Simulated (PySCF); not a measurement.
## Br⁺ (bromine, charge +1) across methods

[Ar] 3d10 4s1 4p5, high-spin 3P determinant (an excited configuration). Computed with PySCF 2.14 in x2c-TZVPPall (6s5p4d1f, 48 functions), with the spin-free X2C one-electron Hamiltonian (Gaussian nucleus). The B2PLYP total includes its PT2 part (frozen core); its orbital energies are those of the SCF part.

```tsv
method	E (hartree)	mean ε 4s α (eV)	mean ε 4p α (eV)	mean ε 4p β (eV)	Σ⟨r²⟩ (bohr²)	⟨S²⟩
revPBE	-2605.136	-32.067	-18.918	-17.091	32.31	2.003
BP86	-2605.630	-32.185	-19.000	-17.294	32.27	2.003
r2SCAN	-2605.275	-33.235	-19.511	-17.299	32.26	2.006
M06-L	-2605.203	-32.963	-19.299	-16.923	32.14	2.006
PBE0	-2604.997	-34.779	-20.550	-18.160	32.33	2.004
UHF	-2603.49666	-41.985	-24.594	-19.880	32.88	2.015
B2PLYP	-2604.859	-37.404	-21.948	-18.881	32.59	2.007
PBE	-2604.951	-32.090	-18.931	-17.150	32.33	2.003
```

(1) Estimate the same row for LDA.

## Answers

(1) E (hartree) = -2601.560; mean ε 4s α (eV) = -32.205; mean ε 4p α (eV) = -19.005; mean ε 4p β (eV) = -17.320; Σ⟨r²⟩ (bohr²) = 32.30; ⟨S²⟩ = 2.002.
